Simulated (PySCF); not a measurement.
Compound: Sn(NCO)Me3, C4H9NOSn.
Structure used (PBE0-D3(BJ)/def2-SVP), in Å, numbered top down from 1:
```
atom  x, y, z in Å
Sn1   -0.0012    0.0034   -0.1475
N2     0.0324    0.0011    1.8953
C3     0.0262   -0.0300    3.0900
O4     0.0241   -0.0578    4.2658
C5     2.0623   -0.0042   -0.7174
H6     2.1596   -0.1190   -1.8066
H7     2.5747   -0.8405   -0.2217
H8     2.5396    0.9374   -0.4123
C9    -1.0366    1.8037   -0.6672
H10   -1.0169    1.9562   -1.7559
H11   -0.5506    2.6588   -0.1770
H12   -2.0814    1.7467   -0.3316
C13   -1.0521   -1.7873   -0.6710
H14   -2.0435   -1.7828   -0.1966
H15   -0.4931   -2.6652   -0.3188
H16   -1.1780   -1.8545   -1.7612
```

Method: PySCF, PBE0-D3(BJ)/def2-SVP geometry optimisation, gas phase, def2 core potentials past Kr.

Problem. Which atoms are bound to Sn1, and at what distances?

Solution. 4 atoms: N2 2.043 Å, C5 2.141 Å, C9 2.141 Å, C13 2.141 Å. The nearest atom not counted as bound is H7, at 2.71 Å (others tie with it).

Problem. List the angles at Sn1.

Solution. 
```tsv
angle	degrees	distance of the outer atoms (Å)
C9–Sn1–C13	114.0	3.59
C5–Sn1–C13	113.9	3.59
C5–Sn1–C9	113.9	3.59
N2–Sn1–C9	104.6	3.31
N2–Sn1–C13	104.6	3.31
N2–Sn1–C5	104.5	3.31
```

Problem. What is the shape at Sn1?

Solution. Distorted tetrahedral: angles from 104.5° to 114.0°; τ4 = (360° − α − β)/141° = 0.94 with α and β the two widest (0 for a square, 1 for a tetrahedron).

Problem. What are the other bond lengths?

Solution. N2–C3 1.195 Å; C3–O4 1.176 Å; C5–H6 and 8 like bonds 1.099 Å.

Problem. Give some angles away from the centre.

Solution. Sn1–N2–C3 178.1°, N2–C3–O4 179.8°.

Point group: near C3v, missed by 0.24 Å at most; the miss may be what the optimiser left on a soft mode. Charge 0, singlet. Whether it is a minimum is left open (no frequencies).

On Arm Neoverse V1, one thread, on a shared host, this took 1.7 min wall and 0.61 GiB of memory at its peak. That covers the optimisation of the geometry.
